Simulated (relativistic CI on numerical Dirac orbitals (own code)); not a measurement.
**Line list: Electric-dipole lines, Ce XVIII**

Computed by Dirac-Coulomb-Breit CI, KLI orbitals optimised for each configuration, QED by a radiative potential, unscaled Slater integrals (own radial code, finite nucleus).

Configuration list (outside the closed core [Ar] 3d10): 4s2 4p6 4d5, 4s2 4p5 4d6, 4s2 4p6 4d4 4f, 4s 4p6 4d6, 4s2 4p5 4d5 4f, 4s2 4p6 4d4 5s, 4s2 4p6 4d4 5p, 4s 4p6 4d5 4f, 4s2 4p6 4d3 4f 5s, 4s2 4p6 4d4 5d, 4s2 4p6 4d3 5s 5p, 4s2 4p5 4d5 5s, 4s2 4p6 4d4 5f, 4s2 4p6 4d4 6s, 4s2 4p6 4d4 6p, 4s2 4p6 4d4 5g, 4s2 4p6 4d4 6f, 4s2 4p6 4d4 7p, 4p6 4d6 5p, 4p6 4d7, 4p5 4d8, 4p5 4d7 4f, 4s2 4p6 4d3 5s2, 4s2 4p6 4d2 4f 5s2, 4s2 4p5 4d3 4f 5s2, 4s2 4p6 4d2 5s2 5p. Double excitations out of closed p, d and f shells are left out; levels of such configurations are missing from the list, as are those of other unlisted configurations, and high levels can miss mixing partners. These lack a partner that the ground configuration has and come out too high: 4s2 4p5 4d5 5s.

```tsv
λ vac (nm)	Lower	Upper	A (s⁻¹)	E lower (cm⁻¹)	E upper (cm⁻¹)
9.3414	4s2 4p6 4d5 6S_5/2 [1]	4s2 4p6 4d4 4f 2G°_7/2 [279]	9.32e+09	0	1070505
9.3972	4s2 4p6 4d5 4G_11/2 [4]	4s2 4p6 4d4 4f 2H°_11/2 [369]	6.56e+09	58401	1122545
11.093	4s2 4p6 4d5 2I_13/2 [14]	4s2 4p6 4d4 4f 4K°_11/2 [145]	1.04e+10	93935	995368
11.159	4s2 4p6 4d5 2I_13/2 [14]	4s2 4p6 4d4 4f 4K°_11/2 [137]	1.07e+10	93935	990096
11.237	4s2 4p6 4d5 2I_11/2 [11]	4s2 4p5 4d6 4F°_9/2 [121]	9.46e+09	85666	975590
11.449	4s2 4p6 4d5 4G_9/2 [6]	4s2 4p5 4d6 4G°_7/2 [88]	1.18e+10	61996	935447
11.477	4s2 4p6 4d5 2I_11/2 [11]	4s2 4p5 4d6 2I°_11/2 [108]	1.46e+10	85666	956971
11.488	4s2 4p6 4d5 4G_9/2 [6]	4s2 4p5 4d6 2G°_9/2 [86]	5.45e+09	61996	932503
11.517	4s2 4p6 4d5 4G_11/2 [4]	4s2 4p5 4d6 4G°_9/2 [80]	1.25e+10	58401	926661
11.559	4s2 4p6 4d5 4G_11/2 [4]	4s2 4p5 4d6 4G°_11/2 [79]	1.23e+10	58401	923557
11.614	4s2 4p6 4d5 4G_5/2 [2]	4s2 4p5 4d6 4D°_5/2 [64]	8.76e+09	42701	903704
11.655	4s2 4p6 4d5 2I_13/2 [14]	4s2 4p5 4d6 2I°_13/2 [101]	1.52e+10	93935	951916
11.718	4s2 4p6 4d5 6S_5/2 [1]	4s2 4p5 4d6 6P°_3/2 [44]	1.74e+10	0	853420
11.719	4s2 4p6 4d5 6S_5/2 [1]	4s2 4p5 4d6 6P°_5/2 [43]	1.44e+10	0	853303
11.776	4s2 4p6 4d5 4G_5/2 [2]	4s2 4p5 4d6 4D°_5/2 [56]	8.51e+09	42701	891853
11.812	4s2 4p6 4d5 4G_7/2 [3]	4s2 4p5 4d6 4G°_7/2 [63]	7.73e+09	56320	902918
11.898	4s2 4p6 4d5 6S_5/2 [1]	4s2 4p5 4d6 4D°_7/2 [39]	5.51e+09	0	840491
11.995	4s2 4p6 4d5 4G_5/2 [7]	4s2 4p5 4d6 4F°_5/2 [60]	8.64e+09	62325	896038
12.013	4s2 4p6 4d5 4G_9/2 [6]	4s2 4p5 4d6 4H°_11/2 [58]	5.76e+09	61996	894432
12.079	4s2 4p6 4d5 4G_7/2 [3]	4s2 4p5 4d6 4H°_9/2 [54]	4.15e+09	56320	884185
```

Terms are leading LS components. Brackets give the number of a level in order of energy, since labels repeat. The list gives strong lines, with weight on those to low levels, without lines whose two gauges differ by over a factor of 2.5, among the lowest 400 of 9629 levels, so that lines to higher ones, which can be the strongest, are missing. Levels whose partners in the same complex of configurations lie outside the list can be far off, and so can their lines. Rates are taken at the computed energies, electric ones in the length gauge.

At this charge energies of transitions that change n are usually good to better than 1 %, and those within a shell (Δn = 0) to a few per cent. Terms inside the open d or f shell come out 10 to 20 % too wide with unscaled integrals.

LS names give the leading component of a level, which can be under half, so a name can repeat, a term be missing and a line seem to break the LS rules.
